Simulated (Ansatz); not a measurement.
Geometry optimisation, Ansatz 0.2.0, RKS r2SCAN-D4/def2-SVP.

The input (input.yaml):

```yaml
crystal:
  periodic: [false, false, false]
  atoms:
    - { symbol: Ga, position_ang: [0.005599, -0.157381, -0.144723] }
    - { symbol: H, position_ang: [0.006463, -0.422682, 1.400287] }
    - { symbol: "N", position_ang: [1.568297, -0.154357, -1.060775] }
    - { symbol: H, position_ang: [2.467496, -0.105008, -0.59502] }
    - { symbol: H, position_ang: [1.642739, 0.156638, -2.023543] }
    - { symbol: "N", position_ang: [-1.574104, -0.068601, -1.024575] }
    - { symbol: H, position_ang: [-2.467303, -0.028143, -0.547913] }
    - { symbol: H, position_ang: [-1.667885, 0.175947, -2.003765] }
    - { symbol: Cl, position_ang: [0.115575, 2.660129, 1.827138] }
    - { symbol: H, position_ang: [0.063524, 1.336158, 2.001889] }
basis:
  gaussian: { orbitals: def2-SVP }
hamiltonian:
  xc: r2scan
  dispersion: d4
relax:
  f_tol: 0.03
  max_steps: 50
output:
  orbitals: {}
```

Command:

```bash
$ ansatz run input.yaml --threads 4 --pin off --max-ram 5120MiB --backend cpu --events-out ev --progress --plain --runs-dir out
```

**Question.** Where does it end, and by what steps?

**Answer.** The forces met the threshold. After 5 steps the energy has fallen by 0.022 eV; H10 moved furthest, 0.08 Å.

```tsv
step	energy less start (eV)	largest force component (eV/Å)	accepted
0	0.0000	0.976	yes
1	0.0037	0.867	no
2	-0.0183	0.129	yes
3	-0.0203	0.035	yes
4	-0.0206	0.271	yes
5	-0.0220	0.028	yes
```

```xyz
10
Properties=species:S:1:pos:R:3
Ga 0.005 -0.187 -0.147
H 0.010 -0.453 1.392
N 1.563 -0.171 -1.073
H 2.456 -0.093 -0.598
H 1.636 0.155 -2.031
N -1.570 -0.099 -1.038
H -2.455 -0.020 -0.551
H -1.657 0.205 -2.002
Cl 0.108 2.663 1.818
H 0.065 1.390 2.058
```

Whether the end is a true minimum wasn't checked by a vibrational analysis.

Run time: 17 s on 4 threads of Arm Neoverse V1, with other jobs on the host, peak memory 0.19 GiB.
